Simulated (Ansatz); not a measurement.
Heat of formation of BCl3 (boron trichloride) from total energies

The species is BCl3 (4 atoms), meant as a singlet with charge 0. SMILES: `ClB(Cl)Cl`. The coordinates come from a PBE0-D4/def2-TZVP relaxation.

Total energies at wB97X/6-311+G** (Ansatz 0.2.0); the atoms run unrestricted:

| species | state | energy (Eh) |
| --- | --- | --- |
| BCl3 | singlet | -1405.598911 |
| Cl | doublet | -460.146009 |
| B | doublet | -24.650544 |

Harmonic wavenumbers at PBE0-D4/def2-TZVP, in cm⁻¹: 253, 253, 458, 476, 976, 976.

Measured heats of formation of the gaseous atoms at 298.15 K, in kJ/mol: Cl 121.3, B 570.3. Spin-orbit lowering of the atoms at 298 K (mean of the ground term's levels less their thermal mean, from spectra), in kJ/mol: Cl 3.44, B 0.00. Take 1 Eh = 2625.50 kJ/mol, 1 cm⁻¹ = 0.0119627 kJ/mol, RT = 2.479 kJ/mol.

Problem. Work out the heat of formation of the gas at 298 K.

Solution. 
1. Electronic atomisation energy: 3 × (-460.146009) + (-24.650544) − (-1405.598911) = 0.510340 Eh = 1339.9 kJ/mol.
2. Zero-point energy: half the sum of the wavenumbers, 1696 cm⁻¹ = 20.3 kJ/mol.
3. Thermal vibrational enthalpy, Σ hcν̃/(exp(hcν̃/kT) − 1): 4.1 kJ/mol. Translation, rotation and pV of a non-linear molecule: 4 RT = 9.9 kJ/mol.
4. The 4 free atoms carry 5/2 RT each: 24.8 kJ/mol.
5. Spin-orbit coupling lowers the free atoms by 3 × 3.44 + 0.00 = 10.3 kJ/mol.
6. Atomisation enthalpy at 298 K: 1339.9 − 10.3 − 20.3 − 4.1 − 9.9 + 24.8 = 1320.1 kJ/mol.
7. Sum of the atoms' heats of formation: 934.2 kJ/mol. Heat of formation: 934.2 − 1320.1 = -385.9 kJ/mol.

The tabulated value is -403.0 kJ/mol (NIST-JANAF tables; in doubt: it rests on an older heat of the boron atom), so this level is off by +17.1 kJ/mol, or 1.3 % of the atomisation enthalpy that the table implies (1337.2 kJ/mol). Anharmonicity and any spin-orbit splitting of the molecule are left out.
